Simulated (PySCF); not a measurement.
Calculation: B3LYP-D3(BJ)/def2-TZVP run with PySCF. Isolated molecules, 0 K electronic values unless said otherwise. One relaxed conformer stands for a flexible species; it need not be the lowest. B3LYP has the VWN-RPA correlation part, as in Gaussian. Excitations are Tamm–Dancoff values on a coarser integration grid. The basis has no diffuse functions, so Rydberg states are missing or too high.

Reference species (SMILES): `C(OC=O)#C` (neutral, multiplicity 1).

The HOMO is -7.69 eV and the T1 excitation (TDA) is 4.80 eV. The HOMO–LUMO gap is 6.36 eV.

Changed species: `O=C1[C@@H]2O[C@H]12`.

**Question.** Predict the effect on the HOMO, T1 excitation (TDA) and HOMO–LUMO gap.

**Answer.** the HOMO rises by 0.40 eV, to -7.29 eV; the T1 excitation (TDA) drops by 0.69 eV, to 4.11 eV; the HOMO–LUMO gap falls by 0.27 eV, to 6.09 eV.
